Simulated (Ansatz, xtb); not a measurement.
## Relaxing a trial structure of BFGeH2Sn

The starting geometry of this gas-phase singlet was built from a drawn formula by distance geometry; its bonds are those of `[BH]=[Sn]([F])[GeH]`.

```xyz
6

B     1.3910    1.1502   -1.0794
F    -0.1788   -1.1327    0.7904
Ge    1.6010    1.8102    2.6869
Sn    1.0207    0.3667    0.5473
H     1.8089    1.8700   -1.9505
H     2.7760    2.7467    2.3076
```

Task: Predict what becomes of its bonds when it is optimised with r2SCAN-D4/def2-SVP.

Result: New bonds form, giving a structure with H6 bridging B1 and Ge3, given below by its coordinates. Distances that change by over a tenth: B1–Sn4 (1.84 → 2.15 Å), Ge3–H6 (1.55 → 1.86 Å). Contacts that close: B1–Ge3 (3.83 → 2.32 Å), B1–H6 (3.99 → 1.32 Å).

The energy falls by 2.46 eV over 18 steps:

```csv
step,E − E(last) (eV)
1,2.455
3,1.487
5,1.432
7,1.402
9,1.224
10,1.004
12,0.352
14,0.028
16,0.000
18,0.000
```

Final geometry (Å):

```csv
atom,x (Å),y (Å),z (Å)
B,1.7178,1.6710,-0.1122
F,-0.3073,-1.3564,0.6650
Ge,1.3729,2.2469,2.1099
Sn,1.1517,-0.0946,0.9780
H,1.8374,2.3384,-1.1076
H,2.6462,2.0058,0.7693
```

From the same start GFN2-xTB ends elsewhere, at `[BH]=[GeH][Sn][F]`.

No frequencies were run, so the end isn't proven a minimum. Atoms past krypton carry core potentials, without spin–orbit terms. Run with Ansatz 0.2.0, 2.8 min on 1 thread of AMD EPYC (Zen 3), on a shared host.
